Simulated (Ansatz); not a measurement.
`[SiH3][SiH2]CCl`, relaxed with RKS PBE0-D4/def2-TZVP in the Gaussian-basis code of Ansatz from a PBE-D4/def2-SVP geometry. The force threshold is 0.005 eV/Å; the program also tests the step.

Total charge 0; spin multiplicity 1.

Start:

```xyz
11

Si   -1.181   -0.282    1.454
Si   -0.341    0.480   -0.613
C     1.443   -0.156   -0.857
Cl    2.109    0.419   -2.436
H    -2.585    0.218    1.671
H    -1.195   -1.788    1.491
H    -0.314    0.211    2.584
H    -1.198   -0.030   -1.739
H    -0.332    1.983   -0.645
H     2.114    0.207   -0.053
H     1.480   -1.264   -0.856
```

**Question.** By how much does the energy fall, and how many steps does the optimiser take? (Best estimate.)

**Answer.** The calculation gave: 0.04 eV, in 6 steps.

**Question.** Which bonds change most? (Best estimate.)

**Answer.** The calculation gave: C3–Cl4 from 1.808 to 1.786 Å; Si2–C3 from 1.910 to 1.889 Å; Si1–H5 from 1.506 to 1.487 Å; Si1–H7 from 1.507 to 1.488 Å.

**Question.** Give the relaxed structure. (Estimate.)

**Answer.** Computed: 
```xyz
11

Si   -1.173   -0.281    1.446
Si   -0.335    0.476   -0.608
C     1.429   -0.155   -0.849
Cl    2.086    0.411   -2.410
H    -2.560    0.213    1.654
H    -1.185   -1.769    1.483
H    -0.320    0.208    2.564
H    -1.181   -0.027   -1.723
H    -0.322    1.962   -0.640
H     2.094    0.207   -0.064
H     1.468   -1.245   -0.854
```
